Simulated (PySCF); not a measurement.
# Radial density of Cl²⁺ (chlorine, charge +2)

UHF, [Ne] 3s1 3p4, high-spin 4P determinant (an excited configuration). Computed with PySCF 2.14 in def2-QZVPPD, with the non-relativistic Hamiltonian (point nucleus).

```csv
r (bohr),4πr²ρ (e/bohr),4πr²(ρα − ρβ)
0.00178,0.1203,0.0005
0.00299,0.3264,0.0014
0.00503,0.8617,0.0037
0.00847,2.170,0.0093
0.0142,5.047,0.0216
0.0240,10.29,0.0434
0.0403,16.84,0.0698
0.0678,19.48,0.0861
0.114,14.93,0.1440
0.192,14.50,0.4127
0.323,19.32,0.4859
0.543,10.15,-0.0165
0.913,3.327,1.4357
1.53,3.488,2.1614
2.58,0.7094,0.3392
4.34,0.01187,0.0018
7.30,1.052e-05,0.0000
```

Question: Where is the radial spin density 4πr²(ρα − ρβ) most negative, and why is it negative at all?

Answer: Around r = 0.543 bohr, down to -0.0165 e/bohr: exchange with the open shell polarises the paired shells in an unrestricted calculation.
